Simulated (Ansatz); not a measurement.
Spectroscopic constants of CoO+, multiplicity 5 (lowest of 2S+1 = 1, 3, 5, 7 at PBE0/def2-TZVPP; our sources give no spin for the ground state, which may be another). No spin–orbit coupling. Co is treated without relativity.

The constants come from a fifth-degree fit in 1/R (seven points, main isotopes). Runs in def2 and cc sets follow the lowest solution found near the PBE0 minimum.

Programs: Ansatz (Gaussian orbitals). Each number belongs to the level named beside it.

Energies at PBE0/def2-TZVPP:

```tsv
R (Å)	E (hartree)
1.511207	-1457.32722779
1.551831	-1457.33268866
1.589205	-1457.33521233
1.631454	-1457.33589040
1.673703	-1457.33485645
1.722452	-1457.33213921
1.779325	-1457.32756096
```

Question: With a reduced mass of 12.5805 u, find the minimum, the force constant and the constants.

Answer: A fifth-degree polynomial in 1/R puts the minimum at r_e = 1.6250 Å with force constant 436 N/m. Then ω_e = (1/2πc)√(k/μ) = 767 cm⁻¹ and B_e = h/(8π²cμr_e²) = 0.5075 cm⁻¹; the cubic and quartic terms give α_e = 0.0061 and ω_e x_e = 7.2 cm⁻¹.

Ansatz is an electronic-structure program.
